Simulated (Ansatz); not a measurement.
System: sum formula SiN2H4Cl (charge 0, doublet). It need not be the lowest isomer of its formula. 
Geometry from a B3LYP-D3(BJ)/def2-TZVP (Ansatz, an electronic-structure program) optimisation:
SMILES: N[Si](N)Cl
```xyz
8

N     -1.1522    -1.1475    -0.6682
Si     0.0434    -0.4737     0.3640
N      1.5387    -1.0877    -0.1891
Cl    -0.2446     1.6050     0.1904
H     -2.0534    -0.7032    -0.7529
H     -1.2144    -2.1498    -0.7668
H      2.3748    -1.0005     0.3652
H      1.7380    -1.1526    -1.1779
```
Charge 0, spin multiplicity 2.

Basis-set convergence of Hartree-Fock and CCSD correlation energies (hartree) with Ansatz. Valence correlation only, unless marked. UHF or UKS for open shells. Spin-orbit coupling is left out. No relativistic terms.

| basis | functions | E(HF) | E(corr, CCSD) |
|---|---|---|---|
| aug-cc-pV(D+d)Z | 146 | -859.77658 | -0.63482 |
| aug-cc-pV(T+d)Z | 294 | -859.83599 | -0.76580 |
| aug-cc-pV(Q+d)Z | 522 | -859.84914 | -0.80904 |

Extrapolating the two largest sets (X = 3 and 4) as X^-3: E(corr) = (64·(-0.80904) - 27·(-0.76580))/37 = -0.8406 Eh, an estimate of the basis-set limit. The largest set recovers 96.2 % of it, the smallest 75.5 %.
